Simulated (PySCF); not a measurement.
## Electron correlation in Ne³⁺ (neon, charge +3)

[He] 2s2 2p3, high-spin 4S determinant. Computed with PySCF 2.14 in aug-cc-pVDZ-DK (4s3p2d, 23 functions), with the spin-free X2C one-electron Hamiltonian (Gaussian nucleus). Frozen: 1s2; 5 electrons correlated.

MP2 pair energies summed by pair of shells (mhartree):

```tsv
pair	energy	share (%)
2s-2p	-48.23	69.0
2p-2p	-14.84	21.2
2s-2s	-6.79	9.7
```

Total MP2 correlation energy: -69.86 mhartree.

Same-spin part -16.68 and opposite-spin part -53.18 mhartree; SCS-MP2 scales them by 1/3 and 6/5 to -69.38 mhartree.

```csv
level,correlation energy (mhartree)
CCSD,-83.08
(T),-0.35
CCSD(T),-83.43
```

Diagnostics: T1 = 0.0021, D1 = 0.0033, largest double amplitude 0.024.

Cost of the coupled-cluster step: 0.18 s of wall time on 1 thread of Intel(R) Xeon(R) Platinum 8375C CPU @ 2.90GHz (shared host), for 5 correlated electrons.
